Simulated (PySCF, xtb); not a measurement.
PbCl2, SMILES [Pb]([Cl])[Cl] (connectivity only; charge and spin as stated), neutral, multiplicity 1.

Harmonic wavenumbers (cm⁻¹) from GFN2-xTB in xtb at its own minimum, in rising order: 76, 250, 270.

Problem. What does B3LYP-D3(BJ)/def2-TZVP run with PySCF 2.14.0 give at its own minimum? (An estimate is asked for; the answer gives what the named calculation found.)

Solution. 96, 296, 314. Paired by order, the mean absolute difference is 37 cm⁻¹ and the zero-point energies are 0.9 and 1.0 kcal/mol.
